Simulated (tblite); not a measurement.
C₇H₁₂BP.
Structure used (GFN2-xTB), in Å, numbered top down from 1:
```
atom  x, y, z in Å
B1    -0.5813    0.2333    2.1838
P2    -0.4176   -0.2222    0.3162
C3    -1.5116    0.6250   -0.8593
C4    -2.4384    1.4736   -0.4465
C5    -0.4958   -1.9471   -0.1941
C6     0.6820   -2.3247   -0.7211
C7     1.6545   -1.2650   -0.8475
C8     1.2322   -0.0580   -0.4244
C9     1.9881    1.2237   -0.4189
H10   -1.6948   -0.0767    2.4721
H11   -0.3779    1.4094    2.2047
H12    0.2562   -0.4094    2.7317
H13   -1.3631    0.3889   -1.9061
H14   -3.1002    1.9815   -1.1306
H15   -2.5625    1.6852    0.6033
H16   -1.3409   -2.5875   -0.0082
H17    0.9091   -3.3300   -1.0420
H18    2.6339   -1.4522   -1.2611
H19    1.8171    1.7478    0.5206
H20    1.6468    1.8720   -1.2277
H21    3.0552    1.0494   -0.5452
```

Level: GFN2-xTB in tblite, geometry and Hessian alike; calculated harmonic values, unscaled, isolated species. The method is semi-empirical: single wavenumbers can be off by several per cent or more. Modes of hydrogen on boron can be 10 to 20 % off. One conformer, not necessarily the lowest.

Harmonic wavenumbers (cm⁻¹): 54.8, 64.7, 88.9, 102.7, 135.2, 154.5, 190.5, 236.1, 276.5, 323.2, 411.7, 440.4, 460.9, 546.3, 566.9, 661.1, 686.0, 718.2, 731.5, 751.7, 771.2, 823.6, 847.6, 882.9, 902.9, 988.3, 990.2, 1002.0, 1020.1, 1046.4, 1068.1, 1076.6, 1180.6, 1197.4, 1207.1, 1219.2, 1224.2, 1304.2, 1377.6, 1394.5, 1463.3, 1470.2, 1523.1, 1617.2, 1652.4, 2412.2, 2437.5, 2461.8, 2983.3, 3015.9, 3023.1, 3024.7, 3078.2, 3082.7, 3086.7, 3105.3, 3115.6.

A = 1850, B = 1206, C = 1052 MHz; mass 138.077 u (most abundant isotopes); point group C1, symmetry number 1.

What is the zero-point energy?

½Σν̃ = 35840 cm⁻¹ = 428.74 kJ/mol.

Give the ideal-gas entropy at 400 K and 1 bar in the rigid-rotor, harmonic-oscillator model (classical rotation).

Translation 176.42, rotation 126.28, vibration 198.90: S = 501.6 J/(mol K).

And Cp and H(400 K) − H(0)?

Cp = 232.34 J/(mol K), of which vibrations give 199.08 (their classical limit is 57 R = 473.9); H(400 K) − H(0) = 54.28 kJ/mol without the zero-point energy, 40.98 from vibrations.

How do the functions run with temperature in this model?

```json
{"T (K)": "50", "S (J/(mol K))": "249.1", "Cp (J/(mol K))": "61.9", "H − H(0) (kJ/mol)": "2.20", "G − H(0) (kJ/mol)": "-10.25", "ln q(vib)": "0.57"}
{"T (K)": "100", "S (J/(mol K))": "301.1", "Cp (J/(mol K))": "89.6", "H − H(0) (kJ/mol)": "6.04", "G − H(0) (kJ/mol)": "-24.08", "ln q(vib)": "2.10"}
{"T (K)": "298.15", "S (J/(mol K))": "440.5", "Cp (J/(mol K))": "184.7", "H − H(0) (kJ/mol)": "32.99", "G − H(0) (kJ/mol)": "-98.35", "ln q(vib)": "8.44"}
{"T (K)": "373.15", "S (J/(mol K))": "485.9", "Cp (J/(mol K))": "220.5", "H − H(0) (kJ/mol)": "48.20", "G − H(0) (kJ/mol)": "-133.10", "ln q(vib)": "10.77"}
{"T (K)": "500", "S (J/(mol K))": "557.8", "Cp (J/(mol K))": "271.5", "H − H(0) (kJ/mol)": "79.54", "G − H(0) (kJ/mol)": "-199.36", "ln q(vib)": "14.66"}
{"T (K)": "750", "S (J/(mol K))": "682.1", "Cp (J/(mol K))": "341.1", "H − H(0) (kJ/mol)": "156.80", "G − H(0) (kJ/mol)": "-354.81", "ln q(vib)": "21.98"}
{"T (K)": "1000", "S (J/(mol K))": "786.9", "Cp (J/(mol K))": "386.3", "H − H(0) (kJ/mol)": "248.10", "G − H(0) (kJ/mol)": "-538.80", "ln q(vib)": "28.73"}
```

q(vib) and H(0) count from the zero-point level.

Which modes carry the vibrational entropy at 400 K?

54.8 cm⁻¹: 21.83; 64.7 cm⁻¹: 20.45; 88.9 cm⁻¹: 17.83; 102.7 cm⁻¹: 16.64; 135.2 cm⁻¹: 14.39; 154.5 cm⁻¹: 13.31 J/(mol K); the other 51 give 94.45 together.

Hindered rotation and anharmonicity are outside this model. Other conformers, if any are populated, would add a mixing term that is left out. The structure is chiral; the term R ln 2 for an equal mix with its mirror image is left out.
